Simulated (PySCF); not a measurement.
Isomers of CH9NSi2. All species are isolated molecules in the gas phase. One relaxed conformer stands for each flexible species; it need not be the lowest. Strings in code marks are SMILES.

The vertical ionisation energy (Delta-SCF) from two functionals at the same geometries (PBE0-D4/def2-TZVP), both in PySCF: PBE-D3(BJ)/def2-TZVP and PBE0-D4/def2-TZVP. Delta-SCF ions had no search for a lower state. 

```json
[
 {"species": "`C[Si@H]([SiH3])N`", "PBE-D3(BJ)/def2-TZVP (eV)": "8.73", "PBE0-D4/def2-TZVP (eV)": "9.05"},
 {"species": "`[SiH3]N[SiH2]C` (C–Si–N–Si torsion 75°)", "PBE-D3(BJ)/def2-TZVP (eV)": "8.95", "PBE0-D4/def2-TZVP (eV)": "9.27"},
 {"species": "`C[SiH2][SiH2]N`", "PBE-D3(BJ)/def2-TZVP (eV)": "8.84", "PBE0-D4/def2-TZVP (eV)": "9.17"},
 {"species": "`CN([SiH3])[SiH3]`", "PBE-D3(BJ)/def2-TZVP (eV)": "8.73", "PBE0-D4/def2-TZVP (eV)": "8.97"},
 {"species": "`[SiH3]NC[SiH3]` (Si–C–N–Si torsion 155°)", "PBE-D3(BJ)/def2-TZVP (eV)": "8.60", "PBE0-D4/def2-TZVP (eV)": "8.80"}
]
```

Over these rows, drawn at random from the members with no instability flagged (it was tested for open shells, ions and some series alone), PBE minus PBE0-D4: mean -0.28 eV, from -0.34 eV to -0.20 eV.
